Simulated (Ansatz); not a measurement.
```yaml
crystal:
  periodic: [false, false, false]
  atoms:
    - {symbol: C, position_ang: [-1.502704, 0.636524, 1.772661]}
    - {symbol: N, position_ang: [-0.068283, 0.532391, 1.656505]}
    - {symbol: C, position_ang: [0.579969, 0.103386, 2.872591]}
    - {symbol: Ge, position_ang: [0.638970, 0.085380, 0.040305]}
    - {symbol: F, position_ang: [2.358061, 0.077891, 0.356183]}
    - {symbol: N, position_ang: [0.090375, 1.325394, -1.145205]}
    - {symbol: C, position_ang: [-0.073598, 2.705973, -0.762356]}
    - {symbol: C, position_ang: [0.240736, 1.122719, -2.564951]}
    - {symbol: N, position_ang: [0.358327, -1.546926, -0.714269]}
    - {symbol: C, position_ang: [-0.986182, -1.900375, -1.100647]}
    - {symbol: C, position_ang: [1.159421, -2.677858, -0.311475]}
    - {symbol: H, position_ang: [-1.981288, -0.314191, 2.056627]}
    - {symbol: H, position_ang: [-1.769164, 1.376700, 2.537985]}
    - {symbol: H, position_ang: [-1.942319, 0.965737, 0.828163]}
    - {symbol: H, position_ang: [0.222829, -0.877578, 3.224228]}
    - {symbol: H, position_ang: [0.388110, 0.826957, 3.674875]}
    - {symbol: H, position_ang: [1.658805, 0.043958, 2.727739]}
    - {symbol: H, position_ang: [-0.995742, 3.120419, -1.190899]}
    - {symbol: H, position_ang: [-0.131459, 2.795423, 0.323165]}
    - {symbol: H, position_ang: [0.762049, 3.329872, -1.110758]}
    - {symbol: H, position_ang: [0.410509, 0.067495, -2.782565]}
    - {symbol: H, position_ang: [-0.662962, 1.443001, -3.100222]}
    - {symbol: H, position_ang: [1.086548, 1.694418, -2.973275]}
    - {symbol: H, position_ang: [-1.547417, -1.011511, -1.398553]}
    - {symbol: H, position_ang: [-1.547057, -2.402020, -0.296112]}
    - {symbol: H, position_ang: [-0.967499, -2.583435, -1.959499]}
    - {symbol: H, position_ang: [1.254710, -3.385180, -1.144916]}
    - {symbol: H, position_ang: [0.724701, -3.229031, 0.537445]}
    - {symbol: H, position_ang: [2.162051, -2.353534, -0.032469]}
basis:
  gaussian: {orbitals: aug-cc-pVTZ}
magnetization: {spin_polarized: true, initial_magnetization: 2}
hamiltonian: {xc: {name: HF}}
correlation: {method: mp2, frozen_orbitals: {C: 9}}
output: {forces: true}
```

```sh
$ ansatz run in.yaml --threads 11 --pin off --events-out ev --progress --plain --max-ram 166912MiB --backend cuda --devices 0, --max-vram 75GiB
```

It prints (some lines left out):

```
Functional definition: HF
Error: "frozen_orbitals" has no count for N
```

In this input frozen orbitals are typed for one element alone, and the program wants a count for each. The input was rejected before any iteration.
